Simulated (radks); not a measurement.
Q: Radial electron density D(r) = 4 pi r^2 rho(r) of an atom or ion with 28.25 electrons. Calculated with a radial shooting solver on a logarithmic mesh with Libxc functionals: scalar-relativistic Kohn-Sham, BLYP, spin-unpolarised, spherical densities, finite nucleus; Fermi nuclear charge, rms radius of each element as measured or else 0.836 A^(1/3) + 0.57 fm.

| r (bohr) | D(r) (e/bohr) |
|---|---|
| 0.008681 | 9.349 |
| 0.01158 | 13.97 |
| 0.01532 | 19.63 |
| 0.02043 | 25.99 |
| 0.02725 | 31.44 |
| 0.03635 | 33.99 |
| 0.04809 | 32.56 |
| 0.06414 | 28.63 |
| 0.08555 | 26.93 |
| 0.1141 | 31.18 |
| 0.1522 | 37.61 |
| 0.2014 | 36.64 |
| 0.2686 | 25.85 |
| 0.3582 | 16.61 |
| 0.4777 | 17.63 |
| 0.6321 | 20.30 |
| 0.8431 | 15.75 |
| 1.124 | 8.076 |
| 1.5 | 3.493 |
| 2 | 1.896 |
| 2.647 | 1.216 |
| 3.53 | 0.6512 |
| 4.708 | 0.2680 |
| 6.28 | 0.08807 |
| 8.309 | 0.02399 |
| 11.08 | 0.004434 |
| 14.78 | 0.0004747 |

What is the nuclear charge?

A: Z = 28. The innermost maximum, from 1s, lies near gamma/Z bohr with gamma = sqrt(1 - (Z/c)^2) = 0.979, here 0.035 bohr (found: 0.0375), and its height grows with Z. The density is that of the nickel anion Ni0.25- in [Ar] 3d7.25 4s2 4p1; the configuration itself is not fixed sharply by these data, and Z only to about a unit. D(r) has 3 maxima, at r = 0.0375, 0.172, 0.622 bohr, and minima at 0.0815, 0.397 bohr, inside which lie 2.11, 10.79 electrons.
